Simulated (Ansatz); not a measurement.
One change: `CC#CCCCC` becomes `CCCC#CCCCC`.

Ansatz, PBE0-D4/def2-TZVP geometries, multiplicity 1. Each molecule was computed in one conformer, which needn't be the lowest.

```
                                        property  `CC#CCCCC`
size of the dipole moment (B3LYP/def2-TZVPP) / D        0.14
               LUMO energy (PBE/def2-TZVPP) / eV        0.24
             HOMO–LUMO gap (PBE/def2-TZVPP) / eV        6.10
              LUMO energy (PBE0/def2-TZVPP) / eV        1.09
              HOMO energy (PBE0/def2-TZVPP) / eV       -7.06
           HOMO energy (ωB97M-V/def2-TZVPP) / eV       -9.31
```

Problem. What does the change do to each property? (Estimate.)

Solution. The calculation gave: 
| property | `CCCC#CCCCC` | shift |
| --- | --- | --- |
| size of the dipole moment (B3LYP/def2-TZVPP) / D | 0.22 | 0.08 |
| LUMO energy (PBE/def2-TZVPP) / eV | 0.18 | -0.06 |
| HOMO–LUMO gap (PBE/def2-TZVPP) / eV | 6.02 | -0.08 |
| LUMO energy (PBE0/def2-TZVPP) / eV | 1.01 | -0.08 |
| HOMO energy (PBE0/def2-TZVPP) / eV | -7.03 | 0.03 |
| HOMO energy (ωB97M-V/def2-TZVPP) / eV | -9.28 | 0.03 |

Dipoles are sizes alone; their direction can turn.

B3LYP here is the variant with VWN-RPA as its local correlation; programs differ in this.
